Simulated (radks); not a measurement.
Task: Method: scalar-relativistic Kohn-Sham, LB94 model potential, spin-polarised, spherical densities, finite nucleus; open shells are filled with parallel spins first; Fermi nuclear charge, rms radius of each element as measured or else 0.836 A^(1/3) + 0.57 fm; computed with a radial shooting solver on a logarithmic mesh with Libxc functionals. Response by self-consistent Sternheimer equations with the Hartree and adiabatic LDA kernel, the relativistic mass of each level held fixed and spin-orbit coupling left out. For heavy and open-shell atoms this level of theory can miss by tens of per cent. Estimate the static dipole polarisabilities of Zn6+ ([Ar] 3d6) and Zn ([Ar] 3d10 4s2) and the C6 coefficients of the three pairs.

Result: alpha = 0.4981 and 28.20 bohr^3; C6 = 0.7638 (Zn6+-Zn6+), 6.926 (Zn6+-Zn), 179.8 (Zn-Zn) hartree bohr^6.
